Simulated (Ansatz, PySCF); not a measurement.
Potential energy curve for Y(F)3, F₃Y, SMILES [F][Y]([F])[F], singlet. The Y1–F4 bond (Y1 also carries F, F; F4 carries nothing else) is stretched with both fragments frozen at the PBE0/def2-TZVP, def2 effective core potentials past Kr optimised geometry.

- UKS-PBE0 = unrestricted PBE0/def2-TZVP, def2 effective core potentials past Kr in Ansatz (an electronic-structure program)
- RKS-PBE0 = restricted PBE0/def2-TZVP, def2 effective core potentials past Kr in Ansatz
- UKS-CAM-B3LYP = unrestricted CAM-B3LYP/def2-TZVP, def2 effective core potentials past Kr run with Ansatz
- RKS-CAM-B3LYP = restricted CAM-B3LYP/def2-TZVP, def2 effective core potentials past Kr in Ansatz
- UKS-PBE = unrestricted PBE/def2-TZVP, def2 effective core potentials past Kr (Ansatz)
- RKS-PBE = restricted PBE/def2-TZVP, def2 effective core potentials past Kr (Ansatz)
- UKS-B3LYP/LANL2DZ = unrestricted B3LYP/LANL2DZ, with its core potentials past Ne (PySCF)
- RKS-B3LYP/LANL2DZ = PySCF with restricted B3LYP/LANL2DZ, with its core potentials past Ne

Scanned distances (Å): 1.66, 1.78, 1.86, 1.95, 2.00, 2.04, 2.12, 2.28, 2.39, 2.66, 2.93, 3.25, 3.67, 4.20, 4.84, 5.72.

Question: Where does the unrestricted solution first break spin symmetry (<S²> of 0.01 or more)?

Answer: UKS-PBE0: between 3.67 and 4.20 Å; UKS-CAM-B3LYP: between 3.67 and 4.20 Å; UKS-PBE: between 3.25 and 3.67 Å; UKS-B3LYP/LANL2DZ: between 3.25 and 3.67 Å.

| R / Å | <S²> UKS-PBE0 | E(RKS-PBE0) − E(UKS-PBE0) / kJ/mol | <S²> UKS-CAM-B3LYP | E(RKS-CAM-B3LYP) − E(UKS-CAM-B3LYP) / kJ/mol | <S²> UKS-PBE | E(RKS-PBE) − E(UKS-PBE) / kJ/mol | <S²> UKS-B3LYP/LANL2DZ | E(RKS-B3LYP/LANL2DZ) − E(UKS-B3LYP/LANL2DZ) / kJ/mol |
|---|---|---|---|---|---|---|---|---|
| 1.66 | 0.00 | 0.0 | 0.00 | 0.0 | 0.00 | 0.0 | 0.00 | 0.0 |
| 1.78 | 0.00 | 0.0 | 0.00 | 0.0 | 0.00 | 0.0 | 0.00 | 0.0 |
| 1.86 | 0.00 | 0.0 | 0.00 | 0.0 | 0.00 | 0.0 | 0.00 | 0.0 |
| 1.95 | 0.00 | 0.0 | 0.00 | 0.0 | 0.00 | 0.0 | 0.00 | 0.0 |
| 2.00 | 0.00 | 0.0 | 0.00 | 0.0 | 0.00 | 0.0 | 0.00 | 0.0 |
| 2.04 | 0.00 | 0.0 | 0.00 | 0.0 | 0.00 | 0.0 | 0.00 | 0.0 |
| 2.12 | 0.00 | 0.0 | 0.00 | 0.0 | 0.00 | 0.0 | 0.00 | 0.0 |
| 2.28 | 0.00 | 0.0 | 0.00 | 0.0 | 0.00 | 0.0 | 0.00 | 0.0 |
| 2.39 | 0.00 | 0.0 | 0.00 | 0.0 | 0.00 | 0.0 | 0.00 | 0.0 |
| 2.66 | 0.00 | 0.0 | 0.00 | 0.0 | 0.00 | 0.0 | 0.00 | 0.0 |
| 2.93 | 0.00 | 0.0 | 0.00 | 0.0 | 0.00 | 0.0 | 0.00 | 0.0 |
| 3.25 | 0.00 | 0.0 | 0.00 | 0.0 | 0.00 | 0.0 | 0.00 | 0.0 |
| 3.67 | 0.00 | 0.0 | 0.00 | 0.0 | 0.01 | 0.0 | 0.12 | 0.6 |
| 4.20 | 0.35 | 12.0 | 0.27 | 5.8 | 0.30 | 6.0 | 0.44 | 18.9 |
| 4.84 | 0.52 | 33.1 | 0.50 | 26.9 | 0.45 | 16.7 | 0.57 | 39.9 |
| 5.72 | 0.63 | 55.0 | 0.66 | 54.7 | 0.54 | 26.9 | 0.66 | 59.4 |
